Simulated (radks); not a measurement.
Species: the bromine ion Br14+. Configuration: [Ar] 3d3 (the NIST ground configuration).

Method: Dirac Kohn-Sham, PBE, spin-unpolarised, spherical densities, finite nucleus; open shells fill j = l - 1/2 first; Fermi nuclear charge, rms radius 4.1629 fm; computed with a radial shooting solver on a logarithmic mesh with Libxc functionals.

Energy parts (hartree):
| part | energy |
|---|---|
| total | -2513.75148 |
| kinetic | 2581.15378 |
| electron-nucleus | -5727.48892 |
| Hartree | 710.32619 |
| exchange-correlation | -77.74253 |

Orbitals (lengths in bohr, moments of r in powers of bohr; r(90%) holds 90 % of the orbital's charge):
[
 {"orbital": "1s1/2", "occ.": "2", "eigenvalue (hartree)": "-505.5940", "<r>": "0.04275", "<1/r>": "35.66", "r(90%)": "0.0765", "<r^2>": "0.002462", "small-component weight": "1.61e-02"},
 {"orbital": "2s1/2", "occ.": "2", "eigenvalue (hartree)": "-80.08975", "<r>": "0.1886", "<1/r>": "7.980", "r(90%)": "0.292", "<r^2>": "0.04197", "small-component weight": "3.20e-03"},
 {"orbital": "2p1/2", "occ.": "2", "eigenvalue (hartree)": "-73.79584", "<r>": "0.1622", "<1/r>": "7.938", "r(90%)": "0.265", "<r^2>": "0.03225", "small-component weight": "3.19e-03"},
 {"orbital": "2p3/2", "occ.": "4", "eigenvalue (hartree)": "-72.04432", "<r>": "0.1660", "<1/r>": "7.679", "r(90%)": "0.270", "<r^2>": "0.03366", "small-component weight": "3.11e-03"},
 {"orbital": "3s1/2", "occ.": "2", "eigenvalue (hartree)": "-22.93974", "<r>": "0.5082", "<1/r>": "2.853", "r(90%)": "0.745", "<r^2>": "0.2946", "small-component weight": "9.26e-04"},
 {"orbital": "3p1/2", "occ.": "2", "eigenvalue (hartree)": "-20.74757", "<r>": "0.5005", "<1/r>": "2.772", "r(90%)": "0.749", "<r^2>": "0.2897", "small-component weight": "8.88e-04"},
 {"orbital": "3p3/2", "occ.": "4", "eigenvalue (hartree)": "-20.42899", "<r>": "0.5078", "<1/r>": "2.712", "r(90%)": "0.759", "<r^2>": "0.2980", "small-component weight": "8.71e-04"},
 {"orbital": "3d3/2", "occ.": "3", "eigenvalue (hartree)": "-16.80156", "<r>": "0.4721", "<1/r>": "2.560", "r(90%)": "0.738", "<r^2>": "0.2624", "small-component weight": "7.84e-04"},
 {"orbital": "3d5/2", "occ.": "0", "eigenvalue (hartree)": "-16.74095", "<r>": "0.4743", "<1/r>": "2.545", "r(90%)": "0.741", "<r^2>": "0.2646", "small-component weight": "7.80e-04"}
]

The highest occupied level is 3d3/2 at -457.19 eV. For comparison, the ionisation energy in NIST's Atomic Spectra Database is 481 eV (theoretical). In exact Kohn-Sham theory the highest level is minus the ionisation energy, but local and semilocal functionals leave it too shallow, through self-interaction and a potential that decays too fast; potentials with the right tail come closer. The electron density at the nucleus is 4.445e+04 e/bohr^3. Summed over all electrons, <r^2> = 3.436 bohr^2, which gives a Langevin (diamagnetic) susceptibility term of -2.72 x 10^-6 cm^3/mol.

Beside tabulated values, note that spin-unpolarised runs miss the spin-polarisation part of the exchange energy of open shells.
